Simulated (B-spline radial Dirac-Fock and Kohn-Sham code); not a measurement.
**Dipole and non-dipole photoemission parameters of Bi 5d5/2**

System: atomic bismuth, configuration 1s2 2s2 2p6 3s2 3p6 3d10 4s2 4p6 4d10 4f14 5s2 5p6 5d10 6s2 6p3; threshold 31.37 eV (orbital energy of the model). These are calculated numbers from a radial atomic solver; the model is Dirac-Hartree-Slater photoionisation with a Latter tail; cross sections with all multipoles, angular parameters from the dipole term and its interference with E2.

```
hν (eV)  σ (kb)      β       γ       δ
   54.1   26700  0.473  -0.009   0.002
     60   19000  0.672  -0.011   0.002
     80    6170  1.236  -0.017   0.006
   84.9    4760  1.349  -0.015   0.008
    102    2070  1.678   0.026   0.013
    107    1660  1.756   0.050   0.013
    150     324  1.927   0.421  -0.016
    380    93.9  0.077   0.077   0.064
    417    93.3  0.252   0.134   0.058
    427    92.9  0.294   0.147   0.056
    451       ?      ?       ?       ?
    600    78.3  0.772   0.223   0.026
    717    66.8  0.947   0.192   0.014
    800    59.3  1.034   0.159   0.008
    892    52.0  1.109   0.119   0.004
   1000    44.7  1.175   0.076   0.002
   1050    41.7  1.200   0.058   0.001
   1720    18.4  1.361  -0.043   0.007
   1910    15.1  1.377  -0.036   0.010
   2190    11.5  1.391  -0.008   0.015
   2260    10.7  1.393   0.001   0.016
 2984.4    5.84  1.393   0.129   0.029
   4460    2.18  1.345   0.448   0.055
   5040    1.58  1.321   0.571   0.065
 5414.7    1.30  1.305   0.648   0.072
   5820    1.07  1.287   0.728   0.080
   6400   0.817  1.262   0.837   0.090
   9440   0.259  1.141   1.314   0.149
  13200  0.0892  1.019   1.738   0.221
  15000  0.0585  0.969   1.896   0.256
```

Question: Give the values at 451 eV.

Answer: σ = 91.7 kb, β = 0.386, γ = 0.173, δ = 0.052.
